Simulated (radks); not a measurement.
The numbers below are computed, except where a source is named.
Dispersion coefficients C6 (hartree bohr^6) between ground-configuration atoms and ions, from the Casimir-Polder integral (3/pi) of alpha_A(iw) alpha_B(iw). Code: a radial shooting solver on a logarithmic mesh with Libxc functionals. Model: scalar-relativistic Kohn-Sham, LDA (Slater exchange, Perdew-Wang correlation), spin-unpolarised, spherical densities, finite nucleus; Fermi nuclear charge, rms radius of each element as measured or else 0.836 A^(1/3) + 0.57 fm. Response by self-consistent Sternheimer equations with the Hartree and adiabatic LDA kernel, the relativistic mass of each level held fixed and spin-orbit coupling left out. For heavy and open-shell atoms this level of theory can miss by tens of per cent.

C6,Au,Au+,Au2+,Au3+,Au4+,Au5+,Au6+
Au,316.8,,,,,,
Au+,178.0,106.7,,,,,
Au2+,127.2,78.59,58.81,,,,
Au3+,95.61,60.42,45.75,35.90,,,
Au4+,74.21,47.71,36.46,28.83,23.29,,
Au5+,58.89,38.40,29.57,23.52,19.11,15.75,
Au6+,47.52,31.34,24.29,19.43,15.85,13.12,10.97

Static polarisabilities (bohr^3): Au ([Xe] 4f14 5d10 6s1) 34.13, Au+ ([Xe] 4f14 5d10) 14.24, Au2+ ([Xe] 4f14 5d9) 8.909, Au3+ ([Xe] 4f14 5d8) 6.132, Au4+ ([Xe] 4f14 5d7) 4.463, Au5+ ([Xe] 4f14 5d6) 3.370, Au6+ ([Xe] 4f14 5d5) 2.613. The combination rule 2 Ca Cb / ((alpha_b/alpha_a) Ca + (alpha_a/alpha_b) Cb) gives 52.31 for Au-Au5+, against 58.89 from the integral.
